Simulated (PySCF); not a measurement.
**Nuclear quadrupole coupling in `COC(=O)c1[nH]ccp1`**

Species: C5H6NO2P.
Cartesian coordinates in Å at the GFN2-xTB level; atoms count from 1:
```xyz
15
C5H6NO2P angstrom
C      3.074    0.293   -0.321
O      1.684    0.455   -0.544
C      0.872   -0.221    0.286
O      1.259   -0.939    1.184
C     -0.521    0.017   -0.029
N     -1.479   -0.598    0.720
C     -2.732   -0.303    0.337
C     -2.775    0.555   -0.729
P     -1.175    1.020   -1.283
H      3.356   -0.757   -0.427
H      3.339    0.627    0.684
H      3.575    0.900   -1.070
H     -1.220   -1.208    1.483
H     -3.570   -0.733    0.858
H     -3.691    0.901   -1.171
```

Field gradients from the PBE0/pcSseg-1 density (PySCF, non-relativistic), principal values in atomic units, ordered |Vxx| ≤ |Vyy| ≤ |Vzz|:

```csv
atom,Vxx,Vyy,Vzz
O2,-0.4681,-1.2815,1.7495
O4,0.7482,0.7519,-1.5000
N6,0.2240,0.2785,-0.5025
```

Q: Find the asymmetry η = (Vxx − Vyy)/Vzz and the couplings χ = eQV/h (234.96 MHz × Q in barn × V in au), with Q(17O) = −0.0256 b, Q(14N) = 0.02044 b.

A: 
| atom | environment | nucleus | η | χzz (MHz) | χxx (MHz) | χyy (MHz) |
| --- | --- | --- | --- | --- | --- | --- |
| O2 | ester single-bonded oxygen | 17O | 0.46 | -10.52 | 2.82 | 7.71 |
| O4 | ester carbonyl oxygen | 17O | 0.00 | 9.02 | -4.50 | -4.52 |
| N6 | pyrrole-type nitrogen | 14N | 0.11 | -2.413 | 1.076 | 1.338 |

The gradient is axial or nearly so (η below 0.05) at O4. The tensor is traceless: Vxx + Vyy + Vzz = 0.

Q: What is Vzz at O2 in SI units (1 au = 9.71736 × 10²¹ V/m²)?

A: 1.7495 au = 17.001 × 10²¹ V/m².

Q: What couplings would deuterons (Q(2H) = 0.00286 b) have in place of the hydrogens, at this geometry?

A: 
```tsv
atom	bonded to	bond length (Å)	Vzz (au)	η	χzz (kHz)
H10	C1	1.092	0.2952	0.10	198
H11	C1	1.092	0.2952	0.10	198
H12	C1	1.087	0.3071	0.08	206
H13	N6	1.011	0.3884	0.13	261
H14	C7	1.076	0.3331	0.09	224
H15	C8	1.075	0.3443	0.07	231
```

Geometry: GFN2-xTB, one conformer, isolated molecule. GFN2-xTB bond lengths can be off by several hundredths of an ångström, more for odd bonds, and the gradients follow them. With so small a basis the couplings can be 20 % off.
